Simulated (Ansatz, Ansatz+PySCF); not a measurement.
```yaml
atoms:
  - { symbol: O, position_ang: [0.0000, 0.0000, -0.1627] }
  - { symbol: H, position_ang: [0.0000, 0.0000, 1.3019] }
  - { symbol: H, position_ang: [30.0000, 0.0000, -0.8370] }
  - { symbol: H, position_ang: [30.0000, 0.0000, 0.8370] }
```

Basis set: 6-31G (spherical functions). Correlated methods keep 1 orbital frozen. Correlation on ROHF uses semicanonical orbitals with singles. Charge 0, multiplicity 2.

Computed with Ansatz (development build ahead of 0.2.0); each method stands on the lowest determinant of its kind that the runs found.

Question: Give the atomization energy at this shape (free ground-state atoms in the same class of orbitals less the molecule, no zero-point energy) of doublet H₃O by ROHF-CCSD(T), ROHF-MP2, UHF-MP2, UHF, ROHF.

Answer:

| method | atomization energy |
| --- | --- |
| ROHF-CCSD(T) | 275.7 kJ/mol |
| ROHF-MP2 | 150.5 kJ/mol |
| UHF-MP2 | 137.2 kJ/mol |
| UHF | 73.6 kJ/mol |
| ROHF | -95.7 kJ/mol |

Caution: the shape is not the minimum. Caution for ROHF-CCSD(T), ROHF-MP2, ROHF: an unrestricted determinant lies well below. Caution for ROHF-CCSD(T), ROHF-MP2, UHF-MP2: large amplitudes, a single reference is doubtful. Caution for ROHF-CCSD(T): the amplitudes may be one of several solutions. Caution for ROHF-MP2, UHF-MP2: forces differ strongly between restricted and unrestricted references. Caution for UHF-MP2: a plain start can end on a higher determinant. Caution for UHF-MP2, UHF: the unrestricted determinant is a mixture of spin states.

This basis has no polarisation functions and is too small for such energies, which can lie far from measured ones in either direction.
